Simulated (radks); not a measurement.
All-electron atom: the neodymium ion Nd43+ in [Ne] 3s2 3p5 (the NIST ground configuration).

Method: scalar-relativistic Kohn-Sham, PBEsol, spin-polarised, spherical densities, finite nucleus; open shells are filled with parallel spins first (spin-orbit coupling, left out, can overturn this in heavy ions); Fermi nuclear charge, rms radius 4.9123 fm; computed with a radial shooting solver on a logarithmic mesh with Libxc functionals.

Energy parts (hartree):
| part | energy |
|---|---|
| total | -7979.3247 |
| kinetic | 8584.6103 |
| electron-nucleus | -17502.0366 |
| Hartree | 1066.8635 |
| exchange-correlation | -128.7619 |

Orbitals (lengths in bohr, moments of r in powers of bohr; <r^-3> diverges for s and p1/2; r(max) is where P^2 peaks):
orbital  occ.  eigenvalue (hartree)   r(max)  <1/r>  <r^-3>
1s up       1             -1691.919  0.01510  66.02       -
1s down     1             -1691.817  0.01510  66.02       -
2s up       1             -352.4856  0.08512  15.42       -
2s down     1             -352.4109  0.08512  15.42       -
2p up       3             -325.9715  0.06854  14.52    9193
2p down     3             -325.8677  0.06856  14.52    9191
3s up       1             -135.6933   0.2308  6.167       -
3s down     1             -135.4307   0.2309  6.163       -
3p up       3             -127.5061   0.2232  5.879    2335
3p down     2             -127.2400   0.2233  5.876    2333

The highest occupied level is 3p down at -3462.4 eV. Spin moment in Bohr magnetons: 1. The electron density at the nucleus is 4.724e+05 e/bohr^3 (large components only).
